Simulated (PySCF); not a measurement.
CH3S (SMILES [CH2]S), doublet, at a GFN2-xTB geometry. Base run: CCSD(T)/6-31G* in PySCF.

Input for PySCF:
```python
from pyscf import gto, scf, cc

mol = gto.M(
    atom='''
C    -1.021466    0.467068    0.140557
S     0.490583   -0.307596   -0.060362
H    -1.878390   -0.165556    0.030067
H    -1.101559    1.518340   -0.043332
H     1.259417    0.766349    0.135711
''',
    basis='6-31g*',
    charge=0,
    spin=1,
    verbose=3,
)

mf = scf.UHF(mol)
mf.kernel()

mycc = cc.CCSD(mf)
mycc.kernel()
et = mycc.ccsd_t()
print('E(CCSD(T)) = %.10f' % (mycc.e_tot + et))
```

Variants of this job, named by their change:

| change | ΔE vs base (mEh) | MP2 correlation (Eh) | CC correlation without the perturbative part (Eh) | basis functions |
|---|---|---|---|---|
| base | 0.000 | -0.23562 | -0.26809 | 38 |
| cc.direct = True | 0.000 | -0.23562 | -0.26809 | 38 |
| method = ccsd | 7.096 | -0.23562 | -0.26809 | 38 |
| frozen = 5 | 6.970 | -0.22802 | -0.26132 | 38 |
| cc.diis_space = 3 | 0.000 | -0.23562 | -0.26809 | 38 |
| cc.conv_tol = 1e-5 | 0.000 | -0.23562 | -0.26809 | 38 |
| method = cisd | 27.890 | - | - | 38 |
| method = mp2 | ? | -0.23562 | - | 38 |
| cart = on | ? | ? | ? | ? |
| frozen = 7 | ? | ? | ? | 38 |

Q: Fill in the missing entries.

A: 
- method = mp2, ΔE vs base (mEh): 39.575
- cart = on, ΔE vs base (mEh): -10.246
- cart = on, MP2 correlation (Eh): -0.24417
- cart = on, CC correlation without the perturbative part (Eh): -0.27636
- cart = on, basis functions: 40
- frozen = 7, ΔE vs base (mEh): 60.454
- frozen = 7, MP2 correlation (Eh): -0.18475
- frozen = 7, CC correlation without the perturbative part (Eh): -0.20930

Open shells are given as the SCF converged; they aren't shown to be the lowest states, and a large step between rows can be another state.
